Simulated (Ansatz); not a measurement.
`[SiH3]OBCl` + `BS` → `BS[SiH3]` + `OBCl` at 600 K and 1 bar (ligand exchange at the Si–O bond).

Program: Ansatz. Geometries: PBE0-D4/def2-TZVP. ΔE: electronic, gas phase. CBS: MP2 limit from def2 TZ/QZ plus the TZ coupled-cluster correction, frozen cores. This one scheme is used for every species. One conformer a species, not always the lowest.

| species | CCSD(T)/CBS energy (Eh) | H − E (kJ/mol) | S (J/(mol·K)) |
| --- | --- | --- | --- |
| `[SiH3]OBCl` | -851.35221 | 166.6 | 398.1 |
| `BS` | -424.38198 | 108.7 | 286.1 |
| `BS[SiH3]` | -714.68055 | 173.8 | 379.2 |
| `OBCl` | -561.03999 | 107.2 | 308.7 |

H − E and S are ideal-gas, rigid-rotor, harmonic terms from PBE0-D4/def2-TZVP, for one conformer and one mirror image of each species. 1 Eh = 2625.50 kJ/mol, R = 8.31446 J/(mol·K).

By hand: ΔE, ΔH, ΔS and ΔG.

ΔE = (-714.68055) + (-561.03999) − (-851.35221) − (-424.38198) = 0.01365 Eh = 35.8 kJ/mol. Δ(H − E) = 173.8 + 107.2 − 166.6 − 108.7 = 5.7, so ΔH = 41.5 kJ/mol. ΔS = 379.2 + 308.7 − 398.1 − 286.1 = 3.7 J/(mol·K). ΔG = 41.5 − 600 × (3.7)/1000 = 39.3 kJ/mol.

By hand: the equilibrium constant, and the temperature at which ΔG would vanish if ΔH and ΔS stayed fixed.

log₁₀ K = −ΔG/(RT ln 10) = -3.4. ΔG = 0 at ΔH/ΔS = 11216 K, far beyond where these terms or the molecules hold.

The number of gas molecules stays the same, so ΔS is small and ΔH decides. A doubt of 5 kJ/mol in ΔE shifts log₁₀ K by 0.4 here. Other conformers and mirror images would add mixing entropy, several J/(mol·K) or more a flexible species. These are equilibria of isolated gas molecules and say nothing of rates. Largest T1 diagnostic: 0.015 (customary marks: 0.02 for closed shells, 0.045 for open ones).
